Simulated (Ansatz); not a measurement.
Gas-phase electronic energies from Ansatz, PBE0-D4/def2-TZVP geometries. CCSD(T)/CBS adds triple-zeta CCSD(T) − MP2 to the extrapolated MP2 energy (def2 sets, frozen cores). Functionals use def2-TZVPP. B3LYP here is the variant with VWN-RPA as its local correlation; programs differ in this. For Se outer-core shells are correlated without core-valence functions, which leaves a few kJ/mol of doubt a bond. Scalar relativity is left out up to krypton. One conformer a species, not always the lowest.

Reaction (redistribution): `C[SiH2]C1=C[SiH2]1` + `C=C[Se]CC` → `C=C[Se][SiH2]C` + `CCC1=C[SiH2]1`

```json
{"level": "ωB97X-V", "ΔE (kJ/mol)": "-56.2"}
{"level": "ωB97M-V", "ΔE (kJ/mol)": "-55.2"}
{"level": "B2PLYP", "ΔE (kJ/mol)": "-52.7"}
{"level": "PBE", "ΔE (kJ/mol)": "-56.9"}
{"level": "B3LYP", "ΔE (kJ/mol)": "-53.8"}
{"level": "SCS-MP2/def2-TZVPP", "ΔE (kJ/mol)": "-50.4"}
{"level": "HF/CBS(def2)", "ΔE (kJ/mol)": "-59.7"}
{"level": "CCSD/CBS(def2)", "ΔE (kJ/mol)": "-55.6"}
```

What does CCSD(T)/CBS give? (An estimate is asked.)

The calculation gave: -53.9 kJ/mol. The listed levels differ from it by -2.3, -1.3, 1.2, -3.0, 0.1, 3.5, -5.8, -1.7 kJ/mol.

Largest T1 diagnostic among the species: 0.012.

From PBE to PBE0 (25 % exact exchange), in def2-TZVPP and without D4, ΔE moves by −3.7 kJ/mol. In def2-TZVPP, CCSD(T) changes the Hartree–Fock value by +9.7 kJ/mol (the triples alone add +1.6 kJ/mol) and MP2 by +8.5 kJ/mol.
